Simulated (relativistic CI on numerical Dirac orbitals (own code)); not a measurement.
Ag³⁺: M2,3 absorption edge

Computed with this model: Dirac-Coulomb-Breit CI, KLI orbitals optimised for each configuration, model QED (radiative potential, 1s self-energy scaled to tabulated hydrogen-like ionisation energies), valence Slater integrals scaled by 0.8, multiplet model of core-to-valence dipole absorption; configurations [Kr] 4d8 → [Ne] 3s2 3p5 3d10 4s2 4p6 4d9; 10 K; Lorentzian 2 eV and Gaussian 0.4 eV FWHM. Energies are those of the free ion, without screening or charge transfer. The branching ratio is the share of the lower-energy edge in the whole absorption, uncertain by about 0.02 where the edges overlap. S is read from ⟨S²⟩ = S(S + 1).

Field parameters in Wybourne normalisation: Oh B⁴₀ = 21Dq, B⁴₄ = √(5/14) B⁴₀. The field is a parameter set, without covalency.

free ion: ground-state S = 0.99, centroid 575.19 eV, branching ratio 0.961. Peaks (eV, height): 574.0 (100).

Oh, 10Dq = 6000 cm⁻¹: ground-state S = 1.00, centroid 578.20 eV, branching ratio 0.878. Peaks (eV, height): 574.2 (100), 606.0 (15).

Oh, 10Dq = 13500 cm⁻¹: ground-state S = 1.00, centroid 580.70 eV, branching ratio 0.816. Peaks (eV, height): 574.8 (100), 606.5 (24).

Oh, 10Dq = 21000 cm⁻¹: ground-state S = 1.00, centroid 582.08 eV, branching ratio 0.790. Peaks (eV, height): 575.5 (100), 607.0 (28).

Oh, 10Dq = 28550 cm⁻¹: ground-state S = 1.00, centroid 583.10 eV, branching ratio 0.776. Peaks (eV, height): 576.0 (100), 607.5 (30).

Oh, 10Dq = 36050 cm⁻¹: ground-state S = 1.00, centroid 583.94 eV, branching ratio 0.767. Peaks (eV, height): 576.5 (100), 608.2 (32).

The statistical ratio of this edge is 2/3 = 0.667. Values above it arise where the holes sit mainly in the j = l + 1/2 valence subshell or the ground state has high spin; values below it where core-valence Coulomb terms move weight to the upper edge, as in nearly empty shells.

Strongest unbroadened transitions for Oh, 10Dq = 13500 cm⁻¹:

| Energy (eV) | Relative strength |
| --- | --- |
| 574.64 | 54.5 |
| 574.72 | 100.0 |
| 574.97 | 23.9 |
| 575.08 | 39.8 |
| 575.09 | 49.5 |
| 575.67 | 6.0 |
| 576.46 | 1.3 |
| 576.51 | 2.7 |
| 577.35 | 0.2 |
| 577.51 | 0.3 |
| 577.59 | 0.1 |
| 606.39 | 19.5 |
| 606.44 | 11.9 |
| 606.59 | 31.0 |
| 607.96 | 0.1 |
| 608.02 | 0.0 |
| 608.24 | 0.0 |
| 608.59 | 0.1 |
